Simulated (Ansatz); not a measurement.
RbF2⁻, relaxed as a singlet with RKS r2SCAN-D4/def2-TZVPD in Ansatz, starting from the GFN2-xTB geometry. Force threshold 0.02 eV/Å.

In the def2 sets Rb takes a core potential; there is no spin–orbit coupling. The structure comes from a short search, and lower isomers may exist.

Start:

```xyz
3

Rb   -0.321   -0.171    0.242
F    -1.278    1.302   -1.154
F     1.599   -1.130    0.912
```

(1) Estimate the energy that the relaxation releases and the steps that it takes.

(2) Does the start keep its bonding and symmetry?

(3) Predict the relaxed structure.

Results:

(1) 14.4 kcal/mol, in 6 steps; 19 s on 4 threads of Intel Xeon on a shared host. The force fell under the threshold at step 5, but the optimiser went on. No frequencies were taken in this run, so the end may be a saddle point.

(2) By distances, no bond broke or formed. The bond that changes most is Rb1–F2, from 2.24 to 2.56 Å (atoms count from 1). Point group C2v at the start, D∞h at the end, both within 0.05 Å.

(3) 
```xyz
3

Rb   -0.0009   -0.0005    0.0007
F    -1.7109    1.4469   -1.2292
F     1.7118   -1.4465    1.2285
```
Bond lengths: 2 × F–Rb 2.56 Å.
